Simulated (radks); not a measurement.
Q: The mean radii <r> (bohr) of the occupied orbitals of an atom or ion are listed with their occupations. All-electron calculation, Dirac Kohn-Sham, OLYP, spin-unpolarised, spherical densities, point nucleus. Program: a radial shooting solver on a logarithmic mesh with Libxc functionals.

orbital     occ.      <r>
1s1/2          2  0.02558
2s1/2          2   0.1093
2p1/2          2  0.09193
2p3/2          4  0.09792
3s1/2          2   0.2915
3p1/2          2   0.2814
3p3/2          4   0.2933
3d3/2          4   0.2641
3d5/2          6   0.2678
4s1/2          2   0.6731
4p1/2          2   0.6958
4p3/2          4   0.7229
4d3/2          4   0.7914
4d5/2          6   0.8012
5s1/2          2    1.600
5p1/2    1.66667    1.780
5p3/2    3.33333    1.850

Name the element and its charge. Open shells, if any, are shared by 2j + 1.

A: Z = 56, barium, charge +3: Ba3+ in [Kr] 4d10 5s2 5p5. The 1s radius gives Z: for a bare nucleus <r> = (2 gamma + 1)/(2Z) with gamma = sqrt(1 - (Z/c)^2), 0.02523 bohr for Z = 56, and screening makes it slightly larger (0.02558 here). The occupations add up to 53, and the charge is Z minus that.
